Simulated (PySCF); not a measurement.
# What a mistake does to a calculation on Ge2H5NSi

These are calculations, not measurements. The program is PySCF 2.14.0, an open-source quantum chemistry code, run on an isolated molecule that a program drew, which may never have been made. The molecule is Ge2H5NSi (charge 0, singlet), drawn as the SMILES string `[GeH][SiH2][N]=[GeH2]`.

Each row is a Hartree-Fock (HF) and frozen-core CCSD(T) single point in the cc-pV(D+d)Z basis, meant for a local HF minimum. Run 1 is clean. Each other run has one planted mistake out of seven kinds, and not every kind appears here: one electron removed, one electron added, multiplicity raised by two, geometry at a saddle point, minimal basis STO-3G, one bond length entered in bohr, all coordinates scaled. The reference is restricted for singlets and unrestricted otherwise, and also for a bond in bohr. Adding or removing an electron swaps singlet and doublet. Electrons count all cores. HOMO and LUMO are orbital energies over both spins, the gradient is its largest component, and the lowest frequency (negative if imaginary) is given only where the gradient is small. Bond lengths are over the 8 bonds as drawn. T1 is the CCSD diagnostic: over 0.02 (restricted) or 0.045 (unrestricted) a single reference is doubtful. Germanium has the cc-pVDZ-PP basis, with a core potential (ECP10MDF) in place of its 10 inner electrons, and its 3s, 3p and 3d shells are frozen in CCSD(T).

Geometry of the clean run:
```xyz
9
Ge2H5NSi, angstrom
Ge   -0.7086    2.3518   -0.5201
Si   -1.2608    0.0184    0.0923
N    -0.2084   -0.5893    1.3049
Ge   -0.3986   -1.0812    2.8881
H    -1.7424    2.3235   -1.7249
H    -2.7037    0.0154    0.4983
H    -1.1603   -0.8410   -1.1180
H     0.7998   -1.5478    3.6991
H    -1.7079   -1.1088    3.6768
```

```
run,electrons,basis functions,<S^2>,HOMO (eV),LUMO (eV),gradient (hartree/bohr),lowest frequency (cm^-1),mean bond (Å),longest bond (Å),T1,HF (hartree),CCSD(T) (hartree),mistake
1,90,108,0.000,-7.80,0.42,3.4e-05,42,1.6855,2.475,0.0202,-932.97645,-933.48420,no fault
2,90,108,2.073,-7.41,0.09,2.0e-02,-,1.6855,2.475,0.0269,-932.95981,-933.45043,multiplicity raised by two
3,90,108,0.000,-7.74,0.52,5.1e-02,-,1.6080,2.361,0.0185,-932.95494,-933.45314,all coordinates scaled
4,89,108,0.776,-14.27,-5.94,6.8e-02,-,1.6855,2.475,0.0259,-932.72479,-933.20217,?
5,91,108,1.234,-1.53,5.05,3.4e-02,-,1.6855,2.475,0.0555,-932.99773,-933.51424,?
```

**Which mistake was planted in run 4, and what did it cost?**

It counts 89 electrons, one fewer than the clean run, at the same geometry and basis. So the mistake is: one electron removed. Subtracting run 1 and multiplying by 627.51 kcal/mol a hartree, the energy moved by 157.9 kcal/mol in HF and 177.0 kcal/mol in CCSD(T).

**Which mistake was planted in run 5, and what did it cost?**

It counts 91 electrons, one more than the clean run, at the same geometry and basis. So the mistake is: one electron added. Subtracting run 1 and multiplying by 627.51 kcal/mol a hartree, the energy moved by -13.4 kcal/mol in HF and -18.9 kcal/mol in CCSD(T).

Cautions from the logs. Run 1: T1 is over the limit, so its CCSD(T) energy is less reliable; run 5: T1 is over the limit, so its CCSD(T) energy is less reliable.
